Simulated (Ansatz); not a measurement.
Job for Ansatz (a quantum-chemistry and plane-wave program): U-CCSD(T)/def2-SVPD on BrHMg (SMILES [MgH][Br]), a point of a bond scan (R = 1.345 Å). The run froze 19 orbitals, filled d shells among them.

Ansatz 0.2 input:
```yaml
crystal:
  periodic: [false, false, false]
  atoms:
    - {symbol: Mg, position_ang: [-0.00000000, -0.00000000, -1.67667967]}
    - {symbol: H, position_ang: [-0.00000000, -0.00000000, -3.02153025]}
    - {symbol: Br, position_ang: [0.00000000, 0.00000000, 0.67079711]}
basis:
  gaussian:
    orbitals: def2-SVPD
correlation: {method: ccsd_t, electrons: outside_noble_gas}
scf: {omitted_lower_state_checks: [cluster_reference]}
magnetization: {spin_polarized: true, initial_magnetization: 0}
```

It printed:

```
WARN ansatz: RAYON_NUM_THREADS=1 ignored (pool sized by the plan → 1); use --threads N
Functional definition: HF
these checks for a lower state are left out or cut short: cluster_reference
integrals: 0.07 GiB planned
627 factors; integrals over basis functions are off by at most 1.1e-3 eV
mean field: 0.26 GiB planned
mean field evaluation 1: about -75436.0853 eV, gradient 9.2e0 eV
mean field evaluation 2: about -75436.1075 eV, gradient 9.2e0 eV
mean field evaluation 4: about -75436.9363 eV, gradient 1.0e0 eV
mean field evaluation 8: about -75436.9460 eV, gradient 9.8e-4 eV
mean field -75436.94596290 eV, -2772.2566311380 hartree, gradient 4.7e-6 eV, S^2 0.000000; 0 other end points of the search recorded, 0 dependent functions left out
19 core orbitals not correlated
reference -75436.94596290 eV, -2772.2566311380 hartree; 5, 5 occupied and 46, 46 virtual orbitals, 627 factors
second order -4.34476915 eV of doubles, -0.00000000 eV of singles
coupled cluster: 0.15 GiB planned
cycle   1  -4.74520981 eV  change   -4.0e-1 eV  update   4.7e-2
cycle   2  -4.86880953 eV  change   -1.2e-1 eV  update   1.5e-2
cycle   3  -4.88239525 eV  change   -1.4e-2 eV  update   5.4e-3
cycle   4  -4.88098707 eV  change    1.4e-3 eV  update   1.8e-3
cycle   5  -4.88056704 eV  change    4.2e-4 eV  update   5.0e-4
cycle   6  -4.88058414 eV  change   -1.7e-5 eV  update   1.3e-4
cycle   7  -4.88059468 eV  change   -1.1e-5 eV  update   3.7e-5
cycle   8  -4.88059832 eV  change   -3.6e-6 eV  update   9.8e-6
perturbative correction -0.10605372 eV, -0.0038974022 hartree
Total energy: -75441.93261494 eV, -2772.4398872204 hartree
Checks for a lower state left out: cluster_reference
```

The calculation finished and met its thresholds.

Cost: roughly 1.5 core-seconds.
